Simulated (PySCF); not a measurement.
# Ru (ruthenium, neutral) across methods

[Kr] 4d7 5s1, high-spin 5F determinant. Computed with PySCF 2.14 in aug-cc-pwCVTZ-PP with ECP28MDF (8s8p7d4f3g, 122 functions), with scalar relativity through the core potential.

```json
{"method": "PBE", "E (hartree)": "-94.5048", "mean ε 4d α (eV)": "-5.902", "mean ε 5s α (eV)": "-4.796", "mean ε 4d β (eV)": "-4.156", "Σ⟨r²⟩ (bohr²)": "49.37", "⟨S²⟩": "6.001"}
{"method": "r2SCAN", "E (hartree)": "-94.5249", "mean ε 4d α (eV)": "-6.197", "mean ε 5s α (eV)": "-5.038", "mean ε 4d β (eV)": "-4.144", "Σ⟨r²⟩ (bohr²)": "48.69", "⟨S²⟩": "6.003"}
{"method": "M06-L", "E (hartree)": "-94.5450", "mean ε 4d α (eV)": "-5.973", "mean ε 5s α (eV)": "-4.549", "mean ε 4d β (eV)": "-4.290", "Σ⟨r²⟩ (bohr²)": "48.42", "⟨S²⟩": "6.007"}
{"method": "BP86", "E (hartree)": "-94.5848", "mean ε 4d α (eV)": "-6.003", "mean ε 5s α (eV)": "-4.953", "mean ε 4d β (eV)": "-4.367", "Σ⟨r²⟩ (bohr²)": "49.17", "⟨S²⟩": "6.001"}
{"method": "UHF", "E (hartree)": "-93.81630", "mean ε 4d α (eV)": "-11.474", "mean ε 5s α (eV)": "-6.473", "mean ε 4d β (eV)": "-9.017", "Σ⟨r²⟩ (bohr²)": "49.67", "⟨S²⟩": "6.005"}
{"method": "LDA", "E (hartree)": "-94.2899", "mean ε 4d α (eV)": "-6.059", "mean ε 5s α (eV)": "-5.031", "mean ε 4d β (eV)": "-4.206", "Σ⟨r²⟩ (bohr²)": "49.34", "⟨S²⟩": "6.001"}
{"method": "PBE0", "E (hartree)": "-94.4836", "mean ε 4d α (eV)": "-7.417", "mean ε 5s α (eV)": "-5.344", "mean ε 4d β (eV)": "-5.521", "Σ⟨r²⟩ (bohr²)": "48.99", "⟨S²⟩": "6.002"}
{"method": "wB97M-V", "E (hartree)": "-94.3984", "mean ε 4d α (eV)": "-9.759", "mean ε 5s α (eV)": "-6.944", "mean ε 4d β (eV)": "-7.948", "Σ⟨r²⟩ (bohr²)": "49.20", "⟨S²⟩": "6.004"}
```

Energies and moments cover only the electrons outside the core potential.
